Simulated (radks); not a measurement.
All-electron atom: Mg+ in [He] 2s2 2p4 3s1 4f2 (not the ground configuration).

Calculated with a radial shooting solver on a logarithmic mesh with Libxc functionals: scalar-relativistic Kohn-Sham, TASK exchange with Perdew-Wang LDA correlation, spin-polarised, spherical densities, finite nucleus; open shells are filled with parallel spins first; meta-GGA in the generalised Kohn-Sham scheme; Fermi nuclear charge, rms radius 3.057 fm.

Energy parts (eV):
total: -5289.283
kinetic: 5292.577
electron-nucleus: -12187.760
Hartree: 2000.182
exchange-correlation: -394.283

Orbitals (lengths in bohr, moments of r in powers of bohr):
[
 {"orbital": "1s up", "occ.": "1", "eigenvalue (eV)": "-1347.322", "<1/r>": "11.61"},
 {"orbital": "1s down", "occ.": "1", "eigenvalue (eV)": "-1343.033", "<1/r>": "11.65"},
 {"orbital": "2s up", "occ.": "1", "eigenvalue (eV)": "-144.5768", "<1/r>": "2.274"},
 {"orbital": "2s down", "occ.": "1", "eigenvalue (eV)": "-137.0868", "<1/r>": "2.217"},
 {"orbital": "2p up", "occ.": "3", "eigenvalue (eV)": "-111.4168", "<1/r>": "2.165"},
 {"orbital": "2p down", "occ.": "1", "eigenvalue (eV)": "-101.2041", "<1/r>": "2.097"},
 {"orbital": "3s up", "occ.": "1", "eigenvalue (eV)": "-29.1634", "<1/r>": "0.6746"},
 {"orbital": "4f up", "occ.": "2", "eigenvalue (eV)": "-2.6954", "<1/r>": "0.1532"}
]

The highest occupied level is 4f up at -2.695 eV. The density falls to 0.001 e/bohr^3 at r = 3.54 bohr. Summed over all electrons, <r^2> = 126.8 bohr^2, which gives a Langevin (diamagnetic) susceptibility term of -100 x 10^-6 cm^3/mol. Spin moment in Bohr magnetons: 5.

Run on one thread of a shared host, so times are rough (Intel(R) Xeon(R) Platinum 8375C CPU @ 2.90GHz): 0.86 s of CPU time, 0.86 s wall, 132 iterations on 2259 mesh points.
